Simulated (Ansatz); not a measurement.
`[SiH3]BOCS` + `[SiH3]S` → `[SiH3]BS[SiH3]` + `OCS`  (ligand exchange at a B–O bond)

Isolated molecules relaxed with PBE0-D4/def2-TZVP in Ansatz; ΔE leaves out vibrations. CBS: MP2 limit from def2 TZ/QZ plus the TZ coupled-cluster correction, frozen cores. DFT in def2-TZVPP. B3LYP here is the variant with VWN-RPA as its local correlation; programs differ in this. One conformer a species, not always the lowest.

`[SiH3]BOCS`:

Z-matrix (Å, degrees):
```
Si
B 1 2.023
H 1 1.492 2 109.8
H 1 1.491 2 109.6 3 117.3
H 1 1.488 2 113.3 3 -121.4
O 2 1.347 1 119.2 3 121.5
H 2 1.207 1 122.3 3 -57.9
C 6 1.413 2 121.6 1 178.5
S 8 1.798 6 113.2 2 -97.5
H 8 1.093 6 110.7 2 20.7
H 8 1.089 6 107.6 2 140.6
H 9 1.343 8 96.4 6 -70.0
```

`[SiH3]S`:

Z-matrix (Å, degrees):
```
Si
S 1 2.137
H 1 1.485 2 111.6
H 1 1.485 2 111.6 3 -122.0
H 1 1.482 2 104.8 3 119.0
H 2 1.344 1 94.7 3 60.9
```

`[SiH3]BS[SiH3]`:

Cartesian coordinates in Å:
```
Si -2.084 -1.266 -0.393
B -0.355 -0.244 -0.309
S 0.267 0.301 1.260
Si 2.077 1.288 0.616
H -3.055 -0.541 -1.262
H -1.846 -2.604 -1.008
H -2.704 -1.465 0.945
H 0.261 0.003 -1.306
H 1.734 2.396 -0.306
H 2.747 1.821 1.828
H 2.958 0.310 -0.065
```

`OCS`:

```xyz
7

O    -0.429   -1.067    0.471
C    -0.074    0.009   -0.360
S     1.493    0.712    0.154
H    -1.291   -1.391    0.190
H     0.094   -0.308   -1.397
H    -0.839    0.792   -0.358
H     1.046    1.253    1.299
```

(1) Is it downhill or uphill in electronic energy at CCSD(T)/CBS, and by how much? (An estimate is asked.)

(2) What do these levels give: PBE-D4, r2SCAN-D4, PBE0-D4, B3LYP-D4, B2PLYP, PBE0, B3LYP, HF/def2-TZVPP, SCS-MP2/def2-TZVPP, CCSD/def2-TZVPP, SCS-MP2/def2-QZVPP, HF/CBS(def2)? (An estimate is asked.)

Largest T1 diagnostic among the species: 0.015.

## Answers

(1) Computed: Uphill: ΔE = +49.2 kJ/mol.

(2) The calculation gave: PBE-D4 44.5, r2SCAN-D4 48.8, PBE0-D4 45.0, B3LYP-D4 55.3, B2PLYP 56.2, PBE0 46.7, B3LYP 58.9, HF/def2-TZVPP 64.5, SCS-MP2/def2-TZVPP 53.9, CCSD/def2-TZVPP 55.6, SCS-MP2/def2-QZVPP 51.9, HF/CBS(def2) 65.3 kJ/mol.

The D4 term adds −3.6 kJ/mol with B3LYP and −1.7 kJ/mol with PBE0; it sums over pairs of atoms, weighted by their polarisabilities, and B3LYP, whose exchange is more repulsive, gets the larger term. In def2-TZVPP, CCSD(T) changes the Hartree–Fock value by −11.3 kJ/mol (the triples alone add −2.3 kJ/mol) and MP2 by −15.8 kJ/mol.
